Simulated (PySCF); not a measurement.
**A computed series [M(SH)4]−**

Computed with PySCF 2.14.0, PBE0, def2-SVP on the ligands, density fitting, scalar-relativistic core potentials, no spin-orbit coupling, vacuum. Each member is relaxed from one template within its symmetry. Distances are means of the shortest metal–ligand contacts, charges and spins Mulliken's; removal energies are rigid, with the ligand's formal charge and no counterpoise, so too large; for an anion taken off a cation in vacuum most of it is the attraction of opposite charges, and multiply charged cations can part far more cheaply with an electron moved from ligand to metal. lcecp potentials hold a fixed number of 4f electrons in the core, out of states, spins and gaps.

| metal | basis on the metal | point group | M–SH (Å) | charge on M (e) | removal of one SH (eV) | strongest infrared band, degenerate modes summed (cm⁻¹) | unstable modes (below −25 cm⁻¹) |
| --- | --- | --- | --- | --- | --- | --- | --- |
| La | lcecp-1-SVP with ECP46 | S4 | 2.793 | 0.65 | 4.46 | 269 | 0 |
| Pr | lcecp-1-SVP with ECP48 | S4 | 2.754 | 0.65 | 4.48 | 270 | 0 |
| Pm | lcecp-1-SVP with ECP50 | S4 | 2.721 | 0.63 | 4.52 | 272 | 0 |
| Eu | lcecp-1-SVP with ECP52 | S4 | 2.690 | 0.59 | 4.58 | 265 | 0 |
| Ho | lcecp-1-SVP with ECP56 | S4 | 2.639 | 0.56 | 4.65 | – | not given |
| Tm | lcecp-1-SVP with ECP58 | S4 | 2.616 | 0.55 | 4.68 | – | not given |
| Lu | lcecp-1-SVP with ECP60 | S4 | 2.594 | 0.51 | 4.73 | – | not given |
| Bi | def2-SVP with ECP60 | C2 | 2.686 | 0.62 | 3.00 | 209 | 0 |

Q: What does the calculation give for Tb, lcecp-1-SVP with ECP54?

A: point group: S4, M–SH (Å): 2.664, charge on M (e): 0.57, removal of one SH (eV): 4.63, strongest infrared band, degenerate modes summed (cm⁻¹): 267, unstable modes (below −25 cm⁻¹): 0.
```xyz
9

Tb    0.0000    0.0000    0.0000
S     1.4468    1.5952    1.5678
H     1.8335    0.5111    2.2834
S    -1.4468   -1.5952    1.5678
H    -1.8335   -0.5111    2.2834
S     1.5953   -1.4468   -1.5678
H     0.5114   -1.8335   -2.2833
S    -1.5953    1.4468   -1.5678
H    -0.5114    1.8335   -2.2833
```

From La to Lu the M–SH distance shrinks by 0.20 Å, the lanthanide contraction, and the energy to remove one SH rises by 0.27 eV.

Moved off a saddle point of the template and relaxed again: Eu, Ho, Tm, Bi. One start shape was tried for each, so a minimum needn't be the lowest isomer.
